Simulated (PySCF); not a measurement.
Compound: C5H6Cl2O2.
SMILES: `C=C(C(=O)OC)C(Cl)Cl`

Computed with PySCF, TDDFT B3LYP/def2-SVPD, vertical, gas phase, core orbitals frozen in the response. One conformer (not necessarily the lowest) at the GFN2-xTB geometry, without solvent, vibrations or thermal averaging. Torsions of this conformer, `[CH2:1]=[C:2]([C:3](=[O:4])[O:5][CH3:6])[CH:7]([Cl:8])[Cl:9]`: C1–C2–C3–O4 180°, C2–C3–O5–C6 180°, C1–C2–C7–Cl8 67°.

Orbital energies (eV): HOMO-3 -8.75, HOMO-2 -8.57, HOMO-1 -8.27, HOMO -8.01, LUMO -2.30, LUMO+1 -0.39, LUMO+2 0.05.

**Question.** Among the lowest singlets, which states do these configurations lead, and at what energies: HOMO-2→LUMO, HOMO→LUMO+1, HOMO→LUMO, HOMO-1→LUMO?

**Answer.** 

```json
{"state": "S1", "leading configuration": "HOMO-1→LUMO", "weight": "0.91", "Δε (eV)": "5.97", "E (eV)": "4.69", "E − Δε (eV)": "-1.28", "f": "0.0000", "other configurations": "–"}
{"state": "S2", "leading configuration": "HOMO→LUMO", "weight": "0.71", "Δε (eV)": "5.71", "E (eV)": "5.18", "E − Δε (eV)": "-0.54", "f": "0.030", "other configurations": "H-2→L (24%)"}
{"state": "S4", "leading configuration": "HOMO-2→LUMO", "weight": "0.66", "Δε (eV)": "6.27", "E (eV)": "5.49", "E − Δε (eV)": "-0.78", "f": "0.037", "other configurations": "H→L (17%)"}
{"state": "S7", "leading configuration": "HOMO→LUMO+1", "weight": "0.96", "Δε (eV)": "7.62", "E (eV)": "6.51", "E − Δε (eV)": "-1.11", "f": "0.0037", "other configurations": "–"}
```

E − Δε runs from -1.28 to -0.54 eV. By orbital difference alone the order would be S2, S1, S4, S7. Δε is the difference of the two orbital energies.

H and L stand for HOMO and LUMO. The other states: S3 5.40 eV, f 0.0011, H-3→L (83%); S5 6.01 eV, f 0.0073, H-5→L (90%); S6 6.07 eV, f 0.018, H-4→L (86%); S8 6.59 eV, f 0.172, H-6→L (78%), H→L (9%).

**Question.** Which computed triplets share their leading configuration (75% or more) with a singlet, and how far apart are the partners?

**Answer.** 

```json
{"configuration": "HOMO-1→LUMO", "triplet": "T2", "E(T) (eV)": "4.36", "singlet": "S1", "E(S) (eV)": "4.69", "E(S) − E(T) (eV)": "+0.33"}
```

The 3 triplets are Tamm–Dancoff values, the singlets full response.

Summed over the main configurations (up to three a state, each over 8%) of all 8 singlets, the electron leaves HOMO with weight 1.93, HOMO-1 with weight 0.91, HOMO-5 with weight 0.91 and HOMO-2 with weight 0.90.
